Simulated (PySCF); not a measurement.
[FeF6]4- holds Fe(II), d6, at total charge -4. The structure is a PBE0-D3(BJ)/def2-SVP, IEF-PCM water geometry optimised for multiplicity 5; coordination octahedral, point group D4h, metal–donor distances 2.06–2.17 Å.

```
7

Fe    0.0000    0.0000    0.0000
F     0.0000    2.1752    0.0000
F     0.0000   -2.1752    0.0000
F     0.0000    0.0000    2.0594
F     0.0000    0.0000   -2.0594
F     2.1752    0.0000    0.0000
F    -2.1752    0.0000    0.0000
```

Method (PySCF 2.14, density fitting): CASSCF(6,5) with orbitals averaged over the states of highest spin, strongly contracted NEVPT2 on the averaged canonical orbitals; basis x2c-TZVPall on the metal, x2c-SVPall elsewhere; spin-free X2C; IEF-PCM water; spin-orbit coupling by state interaction with the mean-field operator over all roots.

Problem. What is the ground state?

Solution. 5B2g (from 5T2g) (S = 2, orbital degeneracy 1), with 4.0 electrons in the lower (t2g-type) set and 2.0 in the upper (eg-type) set, by NEVPT2.

Problem. Where do the spin-allowed transitions within the shell lie?

Solution. By NEVPT2: 5Eg (from 5T2g) at 721 cm⁻¹; 5B1g (from 5Eg) at 6711 cm⁻¹ (1490 nm); 5A1g (from 5Eg) at 9075 cm⁻¹ (1102 nm). All are electric-dipole forbidden at this geometry.

Problem. Which is the lowest state of another spin?

Solution. 3A2g (from 3T1g) at 15228 cm⁻¹ by NEVPT2; CASSCF alone puts it at 18370 cm⁻¹ above the same ground state.

Problem. Give the fitted ligand-field and repulsion parameters.

Solution. At CASSCF level (the NEVPT2 levels don't fit a ligand-field model well): orbital energies 0, 626, 626, 5304, 7393 cm⁻¹; 10Dq = 5931 cm⁻¹ (difference of the means of the two sets); B = 1173 cm⁻¹; C = 4349 cm⁻¹; B over its free-ion value at the same level 0.992; rms of the fit 113 cm⁻¹; ζ = 413 cm⁻¹ (free ion 412).

Problem. What are the magnetic parameters?

Solution. The ground multiplet can be fitted only roughly by a spin Hamiltonian with S = 2, g = 2.094, 2.224, 2.224, D = 8.60 cm⁻¹, E/|D| = 0.00 (spin-orbit part alone); the lowest levels hold 93 % of the spin-free ground state. μeff is 5.48 μB at 300 K and 5.09 μB at 10 K; the spin-only value is 4.90 μB.

NEVPT2 lifts 5B1g (from 5Eg) from 5750 to 6711 cm⁻¹; on the d shell alone it tends to overshoot states that fill the eg-type orbitals. Gaps between spin states lean to high spin in this active space.

The job took 12 s on one thread of Arm Neoverse V2 (shared host), with 132 basis functions, launched as `OMP_NUM_THREADS=1 python lf_run.py task.json out`.
